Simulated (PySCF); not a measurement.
B3LYP has the VWN-RPA correlation part, as in Gaussian. Delta-SCF ions had no search for a lower state. Excitations are Tamm–Dancoff values on a coarser integration grid. The basis has no diffuse functions, so Rydberg states are missing or too high.

Cartesian coordinates (Å):
SMILES: C#CCC=C
```xyz
11

C      2.6140    -0.3255    -0.3425
C      1.5535     0.0297     0.0923
C      0.2571     0.4414     0.6104
C     -0.8639    -0.4220     0.1087
C     -1.9356     0.0408    -0.5144
H      3.5552    -0.6364    -0.7292
H      0.2918     0.3964     1.7063
H      0.0691     1.4864     0.3455
H     -0.7541    -1.4885     0.2865
H     -2.0625     1.1000    -0.7157
H     -2.7246    -0.6224    -0.8480
```
Charge 0, multiplicity 1.

Predict the T1 excitation (TDA), vertical ionisation energy (Delta-SCF), S1–T1 gap (TDA), S1 oscillator strength, total energy, LUMO, HOMO and dipole moment from B3LYP-D3(BJ)/def2-TZVP // PBE0-D3(BJ)/def2-TZVP in PySCF.


| Property | Value |
|---|---|
| T1 excitation (TDA) | 4.52 eV |
| vertical ionisation energy (Delta-SCF) | 9.57 eV |
| S1–T1 gap (TDA) | 1.79 eV |
| S1 oscillator strength | 0.002 |
| total energy | -194.1372 Ha |
| LUMO | -0.18 eV |
| HOMO | -7.38 eV |
| dipole moment | 0.58 D |
